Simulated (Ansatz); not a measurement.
This geometry of C2H6BCl + H2 (12 atoms, charge 0, multiplicity 1) is a first-order saddle point.

The calculation used RKS B3LYP/def2-SVP in Ansatz.

```xyz
12
Properties=species:S:1:pos:R:3
B -0.001 -0.231 0.114
Cl 1.360 -0.330 1.880
C 0.906 -0.111 -1.167
C -1.195 0.720 0.498
H 0.383 -1.267 1.117
H -0.305 -1.489 0.359
H 1.345 0.898 -1.240
H 1.726 -0.844 -1.206
H 0.282 -0.255 -2.068
H -1.654 0.494 1.472
H -0.865 1.773 0.512
H -1.984 0.642 -0.272
```

Q: Which two structures does it join? (They come from a converged band through this point; their orientation in space is the band's.)

A: Bonds broken: B1–Cl2, H5–H6. Bonds formed: B1–H6, Cl2–H5. C2H6BCl + H2 becomes C2H7B + ClH.

Initial state:

```xyz
12
Properties=species:S:1:pos:R:3
B 0.306 0.479 0.136
Cl 1.183 -0.141 1.566
C 0.955 0.298 -1.278
C -1.075 1.184 0.374
H -0.012 -3.034 1.483
H -0.372 -3.693 1.356
H 0.788 1.184 -1.916
H 2.024 0.046 -1.267
H 0.419 -0.532 -1.781
H -1.640 0.766 1.220
H -0.865 2.241 0.633
H -1.711 1.202 -0.526
```

Final state:

```xyz
12
Properties=species:S:1:pos:R:3
B -0.296 -0.187 -0.247
Cl 1.484 -1.412 2.460
C 0.839 0.029 -1.300
C -1.196 0.919 0.392
H 0.594 -1.661 1.548
H -0.511 -1.340 0.102
H 0.922 1.050 -1.703
H 1.797 -0.218 -0.796
H 0.767 -0.692 -2.134
H -1.241 0.814 1.491
H -0.923 1.954 0.137
H -2.236 0.743 0.049
```

Q: How far does it lie above each of them?

A: 30.5 kcal/mol above the first and 12.0 kcal/mol above the second. This is the barrier of this one path; another mechanism may lie lower. The orbitals stay closed-shell, which can raise the energy where a bond breaks towards radicals; this wasn't checked here.

The run took 4.2 min on 2 threads of Arm Neoverse V2, on a shared host, peak memory 0.21 GiB.
